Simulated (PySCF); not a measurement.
**Yb²⁺: excitation energy**

Yb²⁺ [Xe] 4f14 (1S) → Yb²⁺ [Xe] 4f13 6s1 (3F), as a difference of total energies. Calculation: PySCF 2.14, in cc-pVDZ-X2C (8s7p5d3f1g, 84 functions); scalar relativity by spin-free X2C-1e. Correlated levels: valence: [Kr] 4d10 frozen; valence and next inner shell: [Ar] 3d10 frozen. The calculations carry no spin-orbit coupling.

| method | excitation energy (eV) |
| --- | --- |
| UHF | 1.322 |
| LDA | 5.548 |
| PBE | 5.188 |
| PBE0 | 4.466 |
| r2SCAN | 4.695 |
| BLYP | 4.870 |
| M06-L | 5.681 |
| revPBE | 5.239 |
| MP2 (valence) | 5.612 |
| SCS-MP2 (valence) | 4.984 |
| MP2 (valence and next inner shell) | 5.914 |
| SCS-MP2 (valence and next inner shell) | 5.196 |

Q: How much does correlation contribute at MP2 (valence and next inner shell)?

A: 5.914 − (1.322) = 4.592 eV, measured against UHF.

A first-order spin-orbit estimate (lowest level to lowest level, LS coupling) adds -0.605 eV.

The basis was made for the ground configuration and has no added diffuse functions, so the excitation energy can come out too high.
